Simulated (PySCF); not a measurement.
C4H4F3O (doublet state).
Atom-mapped SMILES: `[OH:1][CH:2]/[CH:3]=[CH:4]\[C:5]([F:6])([F:7])[F:8]` (hydrogens: H9 on O1; H10 on C2; H11 on C3; H12 on C4)

Structure used (PBE0-D3(BJ)/def2-SVP), in Å, numbered top down from 1:
```xyz
12
C4H4F3O angstrom
O      2.6265   -0.7739   -0.0015
C      1.3047   -0.5940    0.0772
C      0.6575    0.5911   -0.2177
C     -0.7102    0.8335   -0.1600
C     -1.7199   -0.1982    0.1923
F     -1.4391   -0.8251    1.3497
F     -1.8115   -1.1675   -0.7357
F     -2.9336    0.3429    0.3177
H      3.0524    0.0400   -0.2995
H      0.7801   -1.4928    0.4069
H      1.2876    1.4342   -0.5298
H     -1.1100    1.8104   -0.4309
```

The hyperfine couplings belong to this conformer and change with its torsions.

Theory: PySCF 2.14.0, UKS B3LYP, IGLO-III on C F O, pcH-1 on H, non-relativistic, mean-field spin-orbit, GIAO. Geometry: PBE0-D3(BJ)/def2-SVP, one conformer, isolated molecule. Stability of the SCF solution: not tested.

Q: What is the g tensor, term by term?

A: 
```
                    Δg (ppm)     1     2     3
relativistic mass correction  -193  -193  -193
            gauge correction     9    69    45
   orbital Zeeman/spin–orbit   424   491  1570
                       total   240   367  1422
```

So g = 2.00256, 2.00269, 2.00374 and g_iso = 2.00300; the tensor is close to axial: the two nearest values differ by 11 % of g3 − g1. Axes: g2 points within 12° of the C3–C4 bond and g3 points within 10° of the C2–H10 bond.

Q: What are the electron Larmor frequencies g μB B/h along the three axes at 340 mT?

A: 9.5296, 9.5302, 9.5353 GHz for g1, g2 and g3, a range of 5.6 MHz.

Q: What effective moment and Curie constant follow for a powder?

A: With the mean of g² = 4.0120 and S(S+1) = 0.75: μ_eff = √(⟨g²⟩S(S+1)) = 1.735 μB and χT = 0.12505·⟨g²⟩·S(S+1) = 0.376 cm³ K/mol (cgs; spin-Hamiltonian part alone).

Q: In a frozen sample, at which fields do the three g values resonate at 9.5, 34, 94 and 263 GHz (hyperfine left aside), and which band first spreads them over more than twice a line width of 0.3 mT?

A: 
```csv
band,GHz,B(g3) mT,B(g2) mT,B(g1) mT,spread mT
X,9.5,338.74,338.92,338.94,0.20
Q,34.0,1212.34,1212.98,1213.06,0.72
W,94.0,3351.77,3353.54,3353.75,1.98
J,263.0,9377.83,9382.77,9383.37,5.54
```

The spread grows in proportion to the frequency. Q band is the first where it exceeds 0.6 mT.

The Mulliken spin populations are largest on C4 (+0.65), C2 (+0.52), C3 (-0.20) and O1 (+0.09). The positive populations add up to 1.28 and the negative ones to -0.28, together 2S = 1. The angles at C4 add up to 359.9°, so it is planar; its axial dipolar tensor and the negative coupling of its proton fit spin in a p orbital normal to that plane.

The HOMO–LUMO gaps are 5.50 eV among the α and 5.50 eV among the β orbitals.

The SMILES draws the unpaired electron on C2; the largest computed Mulliken spin population is on C4 (0.65 against 0.52).
